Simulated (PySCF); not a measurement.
## TlCl⁺: frontier orbitals

r²SCAN0 at R = 3.206 Å; PySCF, scalar-relativistic core potentials, basis sets Tl def2-SVP with ECP60, Cl def2-SVP. State: ²Π (doublet), unpaired electrons π ↑. Only the outer orbitals are listed, counted within each symmetry, core potentials removing the inner ones.

```json
{"spin": "α", "orbital": "8σ", "occ.": "1", "ε (eV)": "-17.14", "on Tl (%)": "87", "main shells (%)": "87 Tl s, 13 Cl p"}
{"spin": "α", "orbital": "4π", "occ.": "1", "ε (eV)": "-16.75", "on Tl (%)": "0", "main shells (%)": "100 Cl p"}
{"spin": "α", "orbital": "9σ", "occ.": "1", "ε (eV)": "-14.98", "on Tl (%)": "17", "main shells (%)": "83 Cl p, 13 Tl s"}
{"spin": "α", "orbital": "4π", "occ.": "1", "ε (eV)": "-14.96", "on Tl (%)": "1", "main shells (%)": "99 Cl p"}
{"spin": "α", "orbital": "5π", "occ.": "0", "ε (eV)": "-6.89", "on Tl (%)": "100", "main shells (%)": "100 Tl p"}
{"spin": "α", "orbital": "5π", "occ.": "0", "ε (eV)": "-6.85", "on Tl (%)": "100", "main shells (%)": "100 Tl p"}
{"spin": "α", "orbital": "10σ", "occ.": "0", "ε (eV)": "-6.34", "on Tl (%)": "97", "main shells (%)": "96 Tl p"}
{"spin": "β", "orbital": "8σ", "occ.": "1", "ε (eV)": "-17.09", "on Tl (%)": "91", "main shells (%)": "91 Tl s, 9 Cl p"}
{"spin": "β", "orbital": "9σ", "occ.": "1", "ε (eV)": "-14.53", "on Tl (%)": "14", "main shells (%)": "86 Cl p, 9 Tl s"}
{"spin": "β", "orbital": "4π", "occ.": "1", "ε (eV)": "-14.45", "on Tl (%)": "1", "main shells (%)": "99 Cl p"}
{"spin": "β", "orbital": "4π", "occ.": "0", "ε (eV)": "-10.66", "on Tl (%)": "2", "main shells (%)": "98 Cl p"}
{"spin": "β", "orbital": "5π", "occ.": "0", "ε (eV)": "-6.85", "on Tl (%)": "99", "main shells (%)": "99 Tl p"}
{"spin": "β", "orbital": "5π", "occ.": "0", "ε (eV)": "-6.85", "on Tl (%)": "100", "main shells (%)": "100 Tl p"}
```

Q: Which are the highest filled and the lowest empty level, where do they sit, and how wide is the gap?

A: Highest filled β 4π at -14.45 eV (in %: 99 Cl p); lowest empty β 4π at -10.66 eV (in %: 98 Cl p); the gap at r²SCAN0 is 3.79 eV. Both belong to one degenerate shell, split only by its one-sided filling, so this is no excitation gap.

```
bond order (Mayer)                                                                                                 : 0.21
⟨S²⟩                                                                                                               : 0.754
charge on Tl (Mulliken, basis-dependent)                                                                           : 0.89
charge on Tl (Löwdin, basis-dependent)                                                                             : 0.81
dipole moment (positive dipole points towards Cl; it is taken about the centre of mass and depends on that origin) : -0.48 D
```

These are scalar-relativistic numbers at best; spin–orbit coupling would shift them, the dissociation energy most. The state was picked by a PBE0 search and need not be the measured ground state.
